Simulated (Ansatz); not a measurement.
Relaxation of InH2(SMe) (CH₅InS) with RKS B3LYP-D4/def2-TZVP.

```sh
$ ansatz run in.yaml --threads 4 --pin off --events-out ev --progress --plain --max-ram 3916MiB
```

```yaml
crystal:
  periodic: [false, false, false]
  atoms:
    - {symbol: In, position_ang: [0.608760, 1.429850, -0.884600]}
    - {symbol: H, position_ang: [1.815990, 0.223250, -1.217860]}
    - {symbol: H, position_ang: [0.789490, 3.039420, -1.505400]}
    - {symbol: S, position_ang: [-1.223380, 0.614330, 0.465460]}
    - {symbol: C, position_ang: [-0.584210, -1.080040, 0.742780]}
    - {symbol: H, position_ang: [0.299140, -1.264780, 0.123000]}
    - {symbol: H, position_ang: [-1.374030, -1.777990, 0.482300]}
    - {symbol: H, position_ang: [-0.331770, -1.184040, 1.794330]}
basis:
  gaussian: {orbitals: def2-TZVP}
hamiltonian: {xc: {name: B3LYP}, dispersion: d4}
scf: {lower_state_search: "off"}
output: {orbitals: {seedname: orbitals}}
relax: {f_tol: 0.02, max_steps: 100}
```

Run time 16 s (4 threads of Arm Neoverse N1 on a shared host).

Positions (Å) and forces (eV/Å) at steps 1, 2, 3, 4, 5, 6 of 6:

```xyz
8
step=1 energy=-17131.4701 eV
In    0.609    1.430   -0.885    0.065    0.183   -0.095
H     1.816    0.223   -1.218   -0.110   -0.047    0.083
H     0.789    3.039   -1.505   -0.197   -0.089    0.136
S    -1.223    0.614    0.465    0.306    0.327   -0.286
C    -0.584   -1.080    0.743    0.080   -0.002   -0.078
H     0.299   -1.265    0.123   -0.212   -0.123    0.215
H    -1.374   -1.778    0.482    0.014   -0.141   -0.004
H    -0.332   -1.184    1.794    0.055   -0.108    0.028
8
step=2 energy=-17131.4865 eV
In    0.704    1.524   -0.970    0.247   -0.211   -0.074
H     1.819    0.211   -1.211    0.049    0.213   -0.092
H     0.671    3.172   -1.489   -0.029   -0.238    0.087
S    -1.059    0.630    0.369   -0.350   -0.199    0.292
C    -0.598   -1.120    0.764    0.347    0.146   -0.331
H     0.282   -1.443    0.191   -0.252    0.117    0.146
H    -1.439   -1.769    0.520   -0.001    0.102   -0.032
H    -0.380   -1.204    1.826   -0.010    0.069    0.004
8
step=3 energy=-17131.5285 eV
In    0.692    1.469   -0.944    0.083   -0.207    0.017
H     1.860    0.226   -1.238   -0.007    0.066   -0.011
H     0.667    3.095   -1.463   -0.040    0.087   -0.011
S    -1.112    0.638    0.399    0.003   -0.065    0.036
C    -0.596   -1.097    0.754    0.089    0.076   -0.120
H     0.281   -1.386    0.170   -0.132    0.045    0.083
H    -1.425   -1.757    0.506    0.005    0.001   -0.001
H    -0.367   -1.188    1.814    0.000   -0.003    0.008
8
step=4 energy=-17131.5323 eV
In    0.702    1.454   -0.943    0.028   -0.078    0.006
H     1.885    0.234   -1.251   -0.001    0.027   -0.003
H     0.648    3.087   -1.453   -0.022    0.044   -0.006
S    -1.110    0.640    0.401    0.037   -0.037    0.003
C    -0.599   -1.093    0.754   -0.006    0.054   -0.031
H     0.273   -1.384    0.170   -0.036    0.006    0.024
H    -1.430   -1.751    0.508    0.003   -0.007    0.004
H    -0.369   -1.186    1.814   -0.002   -0.009    0.003
8
step=5 energy=-17131.5339 eV
In    0.717    1.446   -0.953    0.016    0.012    0.004
H     1.926    0.259   -1.272   -0.007    0.003   -0.005
H     0.616    3.084   -1.454   -0.006   -0.006   -0.001
S    -1.083    0.643    0.413   -0.021    0.069   -0.022
C    -0.608   -1.092    0.759    0.044   -0.127    0.036
H     0.263   -1.400    0.183   -0.019    0.011    0.007
H    -1.445   -1.741    0.504    0.002    0.025   -0.003
H    -0.387   -1.200    1.820   -0.009    0.013   -0.016
8
step=6 energy=-17131.5344 eV
In    0.723    1.448   -0.953    0.003    0.004   -0.004
H     1.930    0.262   -1.281    0.002    0.002   -0.002
H     0.611    3.086   -1.452    0.001   -0.002   -0.001
S    -1.079    0.644    0.408   -0.005    0.006    0.003
C    -0.608   -1.096    0.761   -0.001   -0.009    0.004
H     0.264   -1.405    0.189    0.003   -0.001   -0.003
H    -1.448   -1.739    0.504   -0.003   -0.002   -0.002
H    -0.392   -1.199    1.823   -0.001    0.001    0.003
```

In the def2 sets In takes a core potential; there is no spin–orbit coupling.
